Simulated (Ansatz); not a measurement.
# From Si to Sn: the HOMO–LUMO gap

Gas-phase molecules, one atom swapped for its congeners: C4H4Si `C#C[SiH2]C#C`; C4H4Ge `C#[C][GeH2][C]#C`; C4H4Sn `C#[C][SnH2][C]#C`. All are singlets with charge 0.

Shapes, held fixed at every level: PBE0-D4/def2-TZVP. Programs: Ansatz 0.2.0. Values in eV.

| level | C4H4Si | C4H4Ge | C4H4Sn |
| --- | --- | --- | --- |
| PBE-D4/def2-TZVPP | 5.63 | 5.87 | 5.86 |
| B3LYP-D4/def2-TZVPP | 7.36 | 7.55 | 7.50 |
| PBE0-D4/def2-TZVPP | 7.78 | 8.01 | 7.96 |
| r2SCAN0-D4/def2-TZVPP | 8.08 | 8.30 | 8.25 |
| wB97M-V/def2-TZVPP | 12.05 | 12.25 | 11.85 |
| wB97X-V/def2-TZVPP | 12.34 | 12.52 | 12.32 |

At wB97X-V/def2-TZVPP the HOMO–LUMO gap isn't monotonic: it is largest for Ge and smallest for Sn (12.52 and 12.32 eV). 2 of 6 levels show this order throughout; 2 agree on the largest and the smallest. For atoms past krypton def2 sets carry core potentials with scalar relativity. Relativity is left out for Ge. Orbital gaps aren't excitation energies, and the LUMO depends on the basis.
